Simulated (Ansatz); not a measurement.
Computed with Ansatz on PBE0-D4/def2-TZVP structures; ΔE is electronic, products minus reactants. CCSD(T)/CBS adds triple-zeta CCSD(T) − MP2 to the extrapolated MP2 energy (def2 sets, frozen cores). DFT in def2-TZVPP. One conformer a species, not always the lowest.

Reaction (cleavage of the Si–Si bond): `B[SiH]([SiH3])[SiH3]` + `OB(O)F` → `OB(F)O[SiH3]` + `B[SiH2][SiH3]`

```tsv
species	LC-ωPBE energy (Eh)
`B[SiH]([SiH3])[SiH3]`	-898.43220
`OB(O)F`	-276.48288
`OB(F)O[SiH3]`	-567.12597
`B[SiH2][SiH3]`	-607.81476
```

Task: Work out ΔE.

Result: ΔE = (-567.12597) + (-607.81476) − (-898.43220) − (-276.48288) = -0.02565 Eh = -67.3 kJ/mol. CCSD(T)/CBS gives -73.4 kJ/mol.

Largest T1 diagnostic among the species: 0.015.

The D4 term adds +5.1 kJ/mol with B3LYP and +3.0 kJ/mol with PBE0; it sums over pairs of atoms, weighted by their polarisabilities, and B3LYP, whose exchange is more repulsive, gets the larger term. Leaving LDA and LC-ωPBE aside and taking each functional with its dispersion term where it has one, the values, not all of them listed here, spread over 35.6 kJ/mol, from BHLYP-D4 to PBE-D4.

B3LYP here is the variant with VWN-RPA as its local correlation; programs differ in this.
